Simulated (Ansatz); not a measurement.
Born–Oppenheimer molecular dynamics of Cl3Ge2H5O (11 atoms, charge 0, multiplicity 1). It starts at the highest image of a converged band. Of that band: A structure lower than the last end lies on the path between it and the top, so the climb from that side starts below the end, which may itself be a saddle point or a shallow side well. Neighbouring images differ by up to 1.7 eV, so the band resolves the path poorly. A vibrational analysis at the climbing image gives one clearly imaginary mode, 1152i cm⁻¹: a first-order saddle point.

The calculation used Ansatz 0.2.0, RKS PBE/def2-SVP.

```json
{"ensemble": "NVE (velocity Verlet)", "time step": "0.5 fs", "steps asked": "200", "starting velocities drawn for": "100 K", "seed": "7040"}
```

First frame:

```xyz
11
Properties=species:S:1:pos:R:3
Ge 0.298 0.311 -0.019
Ge -0.233 0.186 2.901
H -1.641 -0.332 2.512
H 0.487 -0.958 3.672
H -0.449 1.385 3.877
Cl 1.255 0.489 -1.984
Cl -1.588 1.350 -0.306
Cl 0.234 -1.870 0.155
O 1.661 1.403 0.840
H 2.599 1.296 0.549
H 1.141 0.926 1.837
```

Problem. What does the run give?

Solution. All steps were run.

```json
{
 "steps done": "200",
 "time covered": "100 fs",
 "mean temperature over the second half": "1080 K",
 "spread of the potential energy over the second half": "18.8 meV per atom",
 "mean potential energy of the second half above the start": "-103.7 meV per atom"
}
```

The conserved energy stayed within 0.13 meV per atom of its start (net change -0.067 meV per atom), so the integration is sound. The kinetic energy rose, since the run started high on the potential surface and went downhill. It ends in pieces (Cl3GeHO + GeH4), so much of that is their flight and rotation, not heat. A run of 0.1 ps of so small a system gives no equilibrium averages. The orbitals stay closed-shell, which can raise the energy where a bond breaks towards radicals; this wasn't checked here.

Problem. What happens to the structure?

Solution. Between its relaxed ends the band would form Ge1–O9, Ge2–H11 and break Ge1–Ge2, O9–H11. These pairs go: Ge1–O9 1.95 → 1.81 Å, Ge2–H11 1.89 → 1.59 Å, Ge1–Ge2 2.97 → 4.11 Å, O9–H11 1.22 → 3.59 Å. In the last frame they stand as after the step (other bonds may differ from the relaxed reactants and products). It ends as Cl3GeHO + GeH4. Pairs count as bonded within 1.25 times the sum of covalent radii (0.12 Å more for H–H). The details hang on the random start.

Problem. How do temperature and energy run in time?

Solution. 
```tsv
time (fs)	T (K)	potential energy less start (eV)	conserved less start (meV/atom)
0.0	100	0.000	0.00
5.0	90	0.011	0.01
10.0	192	-0.107	0.02
15.0	269	-0.197	-0.02
20.0	440	-0.397	-0.11
25.0	383	-0.329	0.03
30.0	511	-0.478	0.00
35.0	575	-0.554	-0.07
40.0	486	-0.449	0.03
45.0	691	-0.689	-0.09
50.0	795	-0.809	-0.11
55.0	704	-0.703	0.04
60.0	940	-0.978	-0.10
65.0	1046	-1.101	-0.06
70.0	1059	-1.116	0.02
75.0	1217	-1.300	-0.07
80.0	1120	-1.186	0.07
85.0	1242	-1.329	-0.02
90.0	1256	-1.345	-0.01
95.0	1156	-1.228	0.05
100.0	1214	-1.297	-0.07
```

Time of the run: 2.4 min on 4 threads of AMD EPYC 9R45 96-Core Processor (Zen 5), on a shared host, peak memory 0.29 GiB.
